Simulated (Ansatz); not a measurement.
Reaction (atomization): `[GeH3][GeH2][GeH2][GeH2][GeH2][GeH3]` → 6 Ge• + 14 H•

Calculated with Ansatz (gas phase, PBE0-D4/def2-TZVP geometries, no zero-point term in ΔE). CCSD(T)/CBS adds triple-zeta CCSD(T) − MP2 to the extrapolated MP2 energy (def2 sets, frozen cores). This one scheme is used for every species, atoms too. Functionals use def2-TZVPP. Open shells (•) are unrestricted, without spin–orbit coupling. Spin–orbit coupling would lower the free atoms: clearly for Ge. For Ge outer-core shells are correlated without core-valence functions, so the limit isn't a true one: a few kJ/mol of doubt a bond, and 10 to 20 or more in all where bonds break to atoms. Scalar relativity is left out up to krypton. Each species was taken in one conformer, which may not be the lowest.

`[GeH3][GeH2][GeH2][GeH2][GeH2][GeH3]`:

Z-matrix (Å, degrees):
```
Ge
Ge 1 2.424
H 1 1.537 2 110.0
H 1 1.537 2 110.9 3 -120.1
H 1 1.538 2 110.1 3 119.9
Ge 2 2.428 1 112.7 3 52.8
H 2 1.541 1 109.4 3 174.4
H 2 1.541 1 108.4 3 -68.6
Ge 6 2.425 2 110.1 1 84.0
H 6 1.540 2 109.2 1 -36.3
H 6 1.541 2 109.8 1 -154.4
Ge 9 2.424 6 108.9 2 -50.0
H 9 1.540 6 109.2 2 70.6
H 9 1.541 6 110.4 2 -170.6
Ge 12 2.423 9 109.2 6 -54.8
H 12 1.540 9 111.0 6 -176.3
H 12 1.540 9 108.7 6 65.1
H 15 1.538 12 109.8 9 46.9
H 15 1.538 12 109.5 9 -71.8
H 15 1.537 12 111.6 9 167.5
```

| level | ΔE (kJ/mol) |
| --- | --- |
| r2SCANh-D4 | 5263.3 |
| HF/def2-QZVPP | 3821.1 |

Task: What does CCSD(T)/CBS give? (An estimate is asked.)

Result: Computed: +5303.6 kJ/mol. The listed levels differ from it by -40.3, -1482.5 kJ/mol.

Largest T1 diagnostic among the species: 0.012.

The D4 term adds +104.6 kJ/mol with B3LYP and +57.5 kJ/mol with PBE0; it sums over pairs of atoms, weighted by their polarisabilities, and B3LYP, whose exchange is more repulsive, gets the larger term. At CCSD(T), def2-SVP lies −370.7 kJ/mol from the extrapolated value and def2-TZVPP −67.9 kJ/mol: correlation converges slowly with the basis, and small sets miss more of it in the bonded molecule than in its fragments.

B3LYP here is the variant with VWN-RPA as its local correlation; programs differ in this.

For atomizations the MP2-based limit and the directly extrapolated one differ by several kJ/mol either way, and by 10 to 25 for some Ge, Se and Sn compounds, so smaller differences from it don't rank the levels.
